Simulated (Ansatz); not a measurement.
Computed with Ansatz on PBE0-D4/def2-TZVP structures; ΔE is electronic, products minus reactants. CCSD(T)/CBS adds triple-zeta CCSD(T) − MP2 to the extrapolated MP2 energy (def2 sets, frozen cores). Functionals use def2-TZVPP. B3LYP here is the variant with VWN-RPA as its local correlation; programs differ in this. For Se outer-core shells are correlated without core-valence functions, which leaves a few kJ/mol of doubt a bond. Scalar relativity is left out up to krypton. Each species was taken in one conformer, which may not be the lowest.

`[SiH3][O][Al]([Cl])[Cl]` + H₂Se → `[Cl][Al]([Cl])[SeH]` + silanol  (ligand exchange at the Al–O bond)

`[SiH3][O][Al]([Cl])[Cl]`:

```xyz
8

Si    0.890   -0.548   -1.091
O    -0.071    0.047    0.083
Al   -1.047    0.645    1.283
Cl   -3.071    0.198    1.306
Cl   -0.255    1.847    2.774
H     2.268   -0.734   -0.566
H     0.922    0.402   -2.232
H     0.364   -1.857   -1.556
```

H₂Se:

Z-matrix (Å, degrees):
```
Se
H 1 1.467
H 1 1.467 2 91.2
```

`[Cl][Al]([Cl])[SeH]`:

Z-matrix (Å, degrees):
```
Al
Cl 1 2.080
Se 1 2.290 2 121.6
Cl 1 2.078 2 119.7 3 180.0
H 3 1.470 1 90.4 2 -0.3
```

`O[SiH3]`:

Cartesian coordinates in Å:
```
O -0.434 -0.214 1.187
Si 0.140 0.224 -0.294
H -0.657 -1.135 1.326
H 1.403 -0.492 -0.628
H 0.394 1.680 -0.218
H -0.846 -0.062 -1.373
```

| level | ΔE (kJ/mol) | difference from CCSD(T)/CBS |
| --- | --- | --- |
| LDA (SPW92) | 27.2 | -8.8 |
| revPBE-D4 | 24.9 | -11.1 |
| BLYP-D4 | 40.9 | 4.9 |
| B97M-V | 43.4 | 7.4 |
| B3LYP-D4 | 42.4 | 6.4 |
| r2SCAN0-D4 | 36.3 | 0.3 |
| PBE-QIDH | 32.6 | -3.4 |
| r2SCAN0 | 35.8 | -0.2 |
| CAM-B3LYP | 48.2 | 12.2 |
| MP2/def2-SVP | 47.3 | 11.3 |
| HF/def2-TZVPP | 53.2 | 17.2 |
| MP2/def2-TZVPP | 36.9 | 0.9 |
| CCSD(T)/def2-TZVPP | 41.0 | 5.0 |
| HF/def2-QZVPP | 55.9 | 19.9 |
| MP2/CBS(def2) | 31.9 | -4.1 |
| CCSD/CBS(def2) | 39.2 | 3.2 |
| CCSD(T)/CBS | 36.0 | 0 |

Largest T1 diagnostic among the species: 0.011.

In def2-TZVPP, CCSD(T) changes the Hartree–Fock value by −12.2 kJ/mol (the triples alone add −3.2 kJ/mol) and MP2 by −16.3 kJ/mol. From BLYP to BHLYP (50 % exact exchange), in def2-TZVPP and without D4, ΔE moves by +6.4 kJ/mol. Leaving LDA and LC-ωPBE aside and taking each functional with its dispersion term where it has one, the values, not all of them listed here, spread over 23.9 kJ/mol, from PBE-D4 to CAM-B3LYP-D4.
